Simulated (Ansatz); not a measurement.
`O[SiH](F)[AlH2]` → `[OH][AlH2]` + `F[SiH]`  (silylene formation by 1,1-elimination)

Computed with Ansatz on PBE0-D4/def2-TZVP structures; ΔE is electronic, products minus reactants. CCSD(T)/CBS adds triple-zeta CCSD(T) − MP2 to the extrapolated MP2 energy (def2 sets, frozen cores). This one scheme is used for every species. Functionals use def2-TZVPP. Each species was taken in one conformer, which may not be the lowest.

`O[SiH](F)[AlH2]`:

```xyz
8

O    -0.118   -1.711    0.472
Si   -0.129   -0.092    0.770
F    -1.563    0.342    1.361
Al    0.275    0.966   -1.426
H    -0.108   -2.316    1.217
H     0.820    0.209    1.883
H    -0.892    1.064   -2.498
H     1.715    1.537   -1.779
```

`[OH][AlH2]`:

```xyz
5

O    -0.949   -0.736   -0.194
Al    0.304    0.402   -0.089
H    -1.035   -1.480    0.399
H     1.405    0.255    1.042
H     0.276    1.560   -1.159
```

`F[SiH]`:

Z-matrix (Å, degrees):
```
Si
F 1 1.612
H 1 1.541 2 96.3
```

| species | r2SCAN energy (Eh) |
| --- | --- |
| `O[SiH](F)[AlH2]` | -709.44634 |
| `[OH][AlH2]` | -319.46972 |
| `F[SiH]` | -389.91076 |

Question: Work out ΔE.

Answer: ΔE = (-319.46972) + (-389.91076) − (-709.44634) = 0.06586 Eh = +1.79 eV. CCSD(T)/CBS gives +1.63 eV.

Largest T1 diagnostic among the species: 0.015.

From BLYP to BHLYP (50 % exact exchange), in def2-TZVPP and without D4, ΔE moves by +0.33 eV. The D4 term adds +0.11 eV with B3LYP and +0.06 eV with PBE0; it sums over pairs of atoms, weighted by their polarisabilities, and B3LYP, whose exchange is more repulsive, gets the larger term. Leaving LDA and LC-ωPBE aside and taking each functional with its dispersion term where it has one, the values, not all of them listed here, spread over 0.45 eV, from BLYP-D4 to r2SCAN0-D4. LDA lies +0.31 eV from PBE without D4.

B3LYP here is the variant with VWN-RPA as its local correlation; programs differ in this.
